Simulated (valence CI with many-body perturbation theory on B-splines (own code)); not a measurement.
**Level structure of Ge27+**

Calculated by configuration interaction combined with many-body perturbation theory (CI+MBPT): three valence electrons over a frozen Dirac-Fock core [He], radial functions for each j: 11 s, 11 p, 10 d, 8 f, 5 g, 2 h, with the one-electron correlation potential Σ1 (screened to all orders), the two-electron term Σ2, the three-electron term Σ3, Breit, model QED; selected single and double excitations, second order for the rest, scaled by the run's own slope (own B-spline code, finite nucleus).

The last digits are not significant, and no measured levels were compared; by estimate large intervals hold to a few tenths of a per cent, small ones and those within an open d or f shell to about a per cent.

Levels 136 to 180 of 208, with energies above the lowest level, (2s^2 2p1/2) J=1/2. "Leading %" is the weight of the configuration and term that name the level; weights of strongly mixed levels are sums over their largest components and can fall short. In the jj column 3d3/2^4 stands for four electrons in 3d with j = 3/2. Lifetimes count E1, E2, E3, M1 and M2 decay at the calculated energies, and are blank where another channel may lead or the interval is too uncertain; long ones can be off by a factor of two.

```tsv
No.	Configuration	Term	J	E (eV)	Leading %	Second component	Leading jj	Lifetime
136	2s.2p.4p	4D	1/2	2247.8	70	20 % 2s.2p.4p 2P	2s 2p1/2 4p1/2 (99 %)	219 fs
137	2s.2p.4p	4D	3/2	2253.3	62	23 % 2s.2p.4p 4P	2s 2p1/2 4p3/2 (82 %)	364 fs
138	2s.2p.4p	2P	3/2	2255.2	33	20 % 2s.2p.4p 4D	2s 2p1/2 4p1/2 (72 %)	136 fs
139	2s.2p.4p	4P	1/2	2258.3	69	16 % 2s.2p.4p 2S	2s 2p1/2 4p1/2 (85 %)	311 fs
140	2s.2p.4p	4D	5/2	2260.6	61	21 % 2s.2p.4p 4P	2s 2p1/2 4p3/2 (87 %)	397 fs
141	2s.2p.4p	2P	1/2	2260.7	56	16 % 2s.2p.4p 4D	2s 2p1/2 4p3/2 (84 %)	90.8 fs
142	2s.2p.4d	4F°	3/2	2261.3	69	12 % 2s.2p.4d 4D°	2s 2p1/2 4d3/2 (98 %)	108 fs
143	2s.2p.4p	2D	3/2	2262.0	54	21 % 2s.2p.4p 4S	2s 2p1/2 4p3/2 (87 %)	113 fs
144	2s.2p.4d	4F°	5/2	2263.8	37	31 % 2s.2p.4d 4D°	2s 2p1/2 4d5/2 (92 %)	57.5 fs
145	2s.2p.4d	4F°	5/2	2268.5	39	25 % 2s.2p.4d 2D°	2s 2p1/2 4d3/2 (69 %)	96.0 fs
146	2s.2p.4f	4G	5/2	2268.8	46	20 % 2s.2p.4f 4F	2s 2p1/2 4f5/2 (100 %)	113 fs
147	2s.2p.4f	4F	7/2	2269.5	28	23 % 2s.2p.4f 4D	2s 2p1/2 4f7/2 (100 %)	115 fs
148	2s.2p.4d	4D°	3/2	2270.2	43	28 % 2s.2p.4d 4P°	2s 2p1/2 4d3/2 (64 %)	47.6 fs
149	2s.2p.4d	4F°	7/2	2270.7	53	30 % 2s.2p.4d 4D°	2s 2p1/2 4d5/2 (87 %)	61.1 fs
150	2s.2p.4d	4D°	1/2	2270.7	74	18 % 2s.2p.4d 2P°	2s 2p1/2 4d3/2 (87 %)	37.4 fs
151	2s.2p.4d	2D°	3/2	2273.0	46	36 % 2s.2p.4d 2P°	2s 2p1/2 4d5/2 (63 %)	60.1 fs
152	2s.2p.4d	2F°	5/2	2273.2	43	32 % 2s.2p.4s 4P°	2s 2p1/2 4d5/2 (49 %)	61.6 fs
153	2s.2p.4s	4P°	5/2	2274.5	66	16 % 2s.2p.4d 2F°	2s 2p3/2 4s (66 %)	146 fs
154	2s.2p.4f	4F	3/2	2276.1	66	20 % 2s.2p.4f 2D	2s 2p1/2 4f5/2 (88 %)	113 fs
155	2s.2p.4f	4G	7/2	2276.2	44	29 % 2s.2p.4f 2F	2s 2p1/2 4f5/2 (87 %)	113 fs
156	2s.2p.4f	4D	5/2	2276.5	32	28 % 2s.2p.4f 4F	2s 2p1/2 4f5/2 (51 %)	113 fs
157	2s.2p.4f	4G	9/2	2276.7	42	37 % 2s.2p.4f 4F	2s 2p1/2 4f7/2 (88 %)	115 fs
158	2s.2p.4f	2D	5/2	2277.3	42	29 % 2s.2p.4f 2F	2s 2p1/2 4f7/2 (50 %)	115 fs
159	2s.2p.4s	2P°	3/2	2277.4	85	14 % 2s.2p.4s 4P°	2s 2p3/2 4s (99 %)	224 fs
160	2s.2p.4f	2G	7/2	2277.6	42	38 % 2s.2p.4f 4D	2s 2p1/2 4f7/2 (87 %)	116 fs
161	2s.2p.4p	4P	3/2	2286.6	44	21 % 2s.2p.4p 4S	2s 2p3/2 4p1/2 (99 %)	220 fs
162	2s.2p.4p	4P	5/2	2287.3	37	34 % 2s.2p.4p 4D	2s 2p3/2 4p1/2 (94 %)	195 fs
163	2s.2p.4p	4D	7/2	2289.2	100		2s 2p3/2 4p3/2 (100 %)	470 fs
164	2s.2p.4p	2P	3/2	2290.5	47	34 % 2s.2p.4p 4S	2s 2p3/2 4p3/2 (98 %)	131 fs
165	2s.2p.4p	2D	5/2	2292.8	59	40 % 2s.2p.4p 4P	2s 2p3/2 4p3/2 (95 %)	123 fs
166	2s.2p.4p	2S	1/2	2294.2	63	23 % 2s.2p.4p 2P	2s 2p3/2 4p3/2 (98 %)	96.3 fs
167	2s.2p.4d	4F°	9/2	2298.8	100		2s 2p3/2 4d5/2 (100 %)	224 fs
168	2s.2p.4d	4D°	7/2	2299.6	55	42 % 2s.2p.4d 4F°	2s 2p3/2 4d3/2 (55 %)	54.2 fs
169	2s.2p.4d	4D°	5/2	2299.8	52	18 % 2s.2p.4d 4F°	2s 2p3/2 4d3/2 (96 %)	48.0 fs
170	2s.2p.4d	4P°	3/2	2300.4	55	39 % 2s.2p.4d 4D°	2s 2p3/2 4d3/2 (95 %)	46.5 fs
171	2s.2p.4d	4P°	1/2	2300.7	89	11 % 2s.2p.4d 4D°	2s 2p3/2 4d3/2 (98 %)	52.6 fs
172	2s.2p.4d	2D°	5/2	2302.2	49	24 % 2s.2p.4d 4P°	2s 2p3/2 4d5/2 (96 %)	56.8 fs
173	2s.2p.4d	2P°	3/2	2303.7	46	35 % 2s.2p.4d 2D°	2s 2p3/2 4d5/2 (94 %)	58.6 fs
174	2s.2p.4d	2F°	7/2	2304.9	86	13 % 2s.2p.4d 4D°	2s 2p3/2 4d5/2 (55 %)	38.3 fs
175	2s.2p.4f	4F	7/2	2306.1	44	26 % 2s.2p.4f 4G	2s 2p3/2 4f5/2 (97 %)	113 fs
176	2s.2p.4d	2P°	1/2	2306.3	86	10 % 2s.2p.4d 4D°	2s 2p3/2 4d5/2 (96 %)	47.1 fs
177	2s.2p.4f	4F	9/2	2306.4	51	48 % 2s.2p.4f 4G	2s 2p3/2 4f7/2 (63 %)	113 fs
178	2s.2p.4f	4F	5/2	2306.5	45	26 % 2s.2p.4f 4D	2s 2p3/2 4f5/2 (100 %)	113 fs
179	2s.2p.4f	2F	7/2	2307.1	43	24 % 2s.2p.4f 4D	2s 2p3/2 4f7/2 (97 %)	115 fs
180	2s.2p.4f	4D	3/2	2307.2	65	26 % 2s.2p.4f 4F	2s 2p3/2 4f5/2 (100 %)	113 fs
```

Where two levels of one J and parity lie close, their mixing, g and order are uncertain.
